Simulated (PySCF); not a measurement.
Cl4Te (SMILES Cl[Te](Cl)(Cl)Cl), singlet, at a GFN2-xTB geometry (all electrons, no relativity); M062X/STO-3G in PySCF.

Input for PySCF:
```python
from pyscf import gto, scf, dft

mol = gto.Mole()
mol.atom = '''
    Te   -0.00534842    0.01223355    0.48327654
    Cl    1.16596908   -1.49075955   -0.82644836
    Cl    1.90421897    1.50336856    0.12041395
    Cl   -1.14657041    1.44638856   -0.92639152
    Cl   -1.90725777   -1.49641785    0.15416827
'''
mol.basis = 'sto-3g'
mol.verbose = 4
mol.build()

mf = dft.RKS(mol)
mf.xc = 'm062x'
mf.kernel()
mf.analyze()
```

Output, abridged:

```
PySCF version 2.14.0

[INPUT] verbose = 4
[INPUT] num. atoms = 5
[INPUT] num. electrons = 120
[INPUT] charge = 0
[INPUT] spin (= nelec alpha-beta = 2S) = 0
[INPUT] symmetry False subgroup None
[INPUT] Mole.unit = angstrom
[INPUT] Symbol           X                Y                Z      unit          X                Y                Z       unit  Magmom
[INPUT]  1 Te    -0.005348420000   0.012233550000   0.483276540000 AA   -0.010107048999   0.023118059031   0.913260303027 Bohr   0.0
[INPUT]  2 Cl     1.165969080000  -1.490759550000  -0.826448360000 AA    2.203362230911  -2.817127267080  -1.561761056496 Bohr   0.0
[INPUT]  3 Cl     1.904218970000   1.503368560000   0.120413950000 AA    3.598452334501   2.840954842682   0.227549387077 Bohr   0.0
[INPUT]  4 Cl    -1.146570410000   1.446388560000  -0.926391520000 AA   -2.166704057430   2.733278248104  -1.750626256920 Bohr   0.0
[INPUT]  5 Cl    -1.907257770000  -1.496417850000   0.154168270000 AA   -3.604194834249  -2.827819904410   0.291335807398 Bohr   0.0

nuclear repulsion = 1048.58250148723
number of shells = 31
number of NR pGTOs = 189
number of NR cGTOs = 63
basis = sto-3g
ecp = {}

******** <class 'pyscf.dft.rks.RKS'> ********
method = RKS
initial guess = minao
damping factor = 0
level_shift factor = 0
DIIS = <class 'pyscf.scf.diis.CDIIS'>
diis_start_cycle = 1
diis_space = 8
diis_damp = 0
SCF conv_tol = 1e-09
SCF conv_tol_grad = None
SCF max_cycles = 50
direct_scf = True
direct_scf_tol = 1e-13
XC library pyscf.dft.libxc version 7.1.2
    S. Lehtola, C. Steigemann, M. J. T. Oliveira, and M. A. L. Marques,  SoftwareX 7, 1–5 (2018)
XC functionals = m062x
    Y. Zhao and D. G. Truhlar,  Theor. Chem. Acc. 120, 215 (2008)
    Y. Zhao and D. G. Truhlar,  Theor. Chem. Acc. 120, 215 (2008)
radial grids:
    Treutler-Ahlrichs [JCP 102, 346 (1995); DOI:10.1063/1.469408] (M4) radial grids

becke partition: Becke, JCP 88, 2547 (1988); DOI:10.1063/1.454033
pruning grids: <function nwchem_prune>
grids dens level: 3
symmetrized grids: False
atomic radii adjust function: <function treutler_atomic_radii_adjust>
small_rho_cutoff = 0
Set gradient conv threshold to 3.16228e-05
Initial guess from minao.
tot grids = 97480
init E= -8349.55471647382
  HOMO = -0.5901338261825  LUMO = -0.387077627515721  gap/eV = 5.52544
cycle= 1 E= -8370.29275852321  delta_E= -20.7  |g|= 0.23  |ddm|= 3.46
  HOMO = -0.267949282680965  LUMO = -0.0644869117126546  gap/eV = 5.53649
cycle= 2 E= -8370.30986335818  delta_E= -0.0171  |g|= 0.0968  |ddm|= 0.91
  HOMO = -0.275934120106697  LUMO = -0.0259460466957126  gap/eV = 6.80252
cycle= 3 E= -8370.31605495909  delta_E= -0.00619  |g|= 0.0184  |ddm|= 0.365
  HOMO = -0.276910694250273  LUMO = -0.0317035234399972  gap/eV = 6.67243
cycle= 4 E= -8370.31630790965  delta_E= -0.000253  |g|= 0.00164  |ddm|= 0.0662
  HOMO = -0.276520695761151  LUMO = -0.0317075795601635  gap/eV = 6.66170
cycle= 5 E= -8370.31631251553  delta_E= -4.61e-06  |g|= 0.000631  |ddm|= 0.0132
  HOMO = -0.276745888684419  LUMO = -0.0315989950530274  gap/eV = 6.67079
cycle= 6 E= -8370.31631313763  delta_E= -6.22e-07  |g|= 5.06e-05  |ddm|= 0.00498
  HOMO = -0.276734760896781  LUMO = -0.0315998384581897  gap/eV = 6.67046
cycle= 7 E= -8370.31631314318  delta_E= -5.54e-09  |g|= 9.74e-06  |ddm|= 0.000505
  HOMO = -0.276733751694515  LUMO = -0.0315995634488981  gap/eV = 6.67044
cycle= 8 E= -8370.31631314338  delta_E= -2.04e-10  |g|= 8e-07  |ddm|= 9.14e-05
  HOMO = -0.276733657242492  LUMO = -0.0315995953589866  gap/eV = 6.67044
Extra cycle  E= -8370.31631314339  delta_E= -1.46e-11  |g|= 2.84e-07  |ddm|= 5.25e-06
converged SCF energy = -8370.31631314339
**** SCF Summaries ****
Total Energy =                       -8370.316313143393927
Nuclear Repulsion Energy =            1048.582501487228910
One-electron Energy =               -13633.101924922120816
Two-electron Energy =                 4214.203110291497069
Two-electron Coulomb Energy =         4498.792552065526252
DFT Exchange-Correlation Energy =     -284.589441774029410
HOMO-LUMO gap [eV] =                     6.670437584562643
**** MO energy ****
MO #1   energy= -1111.94218126492  occ= 2
MO #2   energy= -166.327638776327  occ= 2
MO #3   energy= -158.543102867954  occ= 2
MO #4   energy= -158.542959872845  occ= 2
MO #5   energy= -158.542481094245  occ= 2
MO #6   energy= -101.642525368179  occ= 2
MO #7   energy= -101.642514484929  occ= 2
MO #8   energy= -101.542375012987  occ= 2
MO #9   energy= -101.5423661242    occ= 2
MO #10  energy= -32.2940369714554  occ= 2
MO #11  energy= -29.5796360412409  occ= 2
MO #12  energy= -29.5789785630411  occ= 2
MO #13  energy= -29.5768177027357  occ= 2
MO #14  energy= -21.0962504887056  occ= 2
MO #15  energy= -21.0961919664927  occ= 2
MO #16  energy= -21.0946626490604  occ= 2
MO #17  energy= -21.0941435527912  occ= 2
MO #18  energy= -21.093769535316   occ= 2
MO #19  energy= -9.68526649768289  occ= 2
MO #20  energy= -9.6850219710435   occ= 2
MO #21  energy= -9.59232790030855  occ= 2
MO #22  energy= -9.59198575665065  occ= 2
MO #23  energy= -7.37852660800427  occ= 2
MO #24  energy= -7.37825659052712  occ= 2
MO #25  energy= -7.36583695087893  occ= 2
MO #26  energy= -7.36579894040614  occ= 2
MO #27  energy= -7.36541172920424  occ= 2
MO #28  energy= -7.36533906363802  occ= 2
MO #29  energy= -7.2841713919409   occ= 2
MO #30  energy= -7.28378175146003  occ= 2
MO #31  energy= -7.273790819758    occ= 2
MO #32  energy= -7.27374087938502  occ= 2
MO #33  energy= -7.27343142111709  occ= 2
MO #34  energy= -7.27338809341257  occ= 2
MO #35  energy= -5.67580289843185  occ= 2
MO #36  energy= -4.45294196754012  occ= 2
MO #37  energy= -4.4487138592822   occ= 2
MO #38  energy= -4.44033811562657  occ= 2
MO #39  energy= -1.65796618555196  occ= 2
MO #40  energy= -1.65478826718045  occ= 2
MO #41  energy= -1.65189628928118  occ= 2
MO #42  energy= -1.64592698921816  occ= 2
MO #43  energy= -1.64527265430872  occ= 2
MO #44  energy= -0.957972980304421 occ= 2
MO #45  energy= -0.914160943048171 occ= 2
MO #46  energy= -0.847966228942176 occ= 2
MO #47  energy= -0.835042973788588 occ= 2
MO #48  energy= -0.627926368143081 occ= 2
MO #49  energy= -0.500324388640022 occ= 2
MO #50  energy= -0.479666522890629 occ= 2
MO #51  energy= -0.456399959868687 occ= 2
MO #52  energy= -0.391266319648077 occ= 2
MO #53  energy= -0.382024863959834 occ= 2
MO #54  energy= -0.373018404438541 occ= 2
MO #55  energy= -0.369853811144815 occ= 2
MO #56  energy= -0.323537648572378 occ= 2
MO #57  energy= -0.320505128058206 occ= 2
MO #58  energy= -0.316500256659696 occ= 2
MO #59  energy= -0.312827500583396 occ= 2
MO #60  energy= -0.276733657242492 occ= 2
MO #61  energy= -0.0315995953589866 occ= 0
MO #62  energy= -0.0162080091247586 occ= 0
MO #63  energy= 0.0233264754452363 occ= 0
 ** Mulliken pop on meta-lowdin orthogonal AOs  **
 ** Mulliken pop  **
 ** Mulliken atomic charges  **
charge of    0Te =      0.98363
charge of    1Cl =     -0.17977
charge of    2Cl =     -0.31204
charge of    3Cl =     -0.17976
charge of    4Cl =     -0.31206
Dipole moment(X, Y, Z, Debye): -0.01707,  0.03906,  1.53405
```
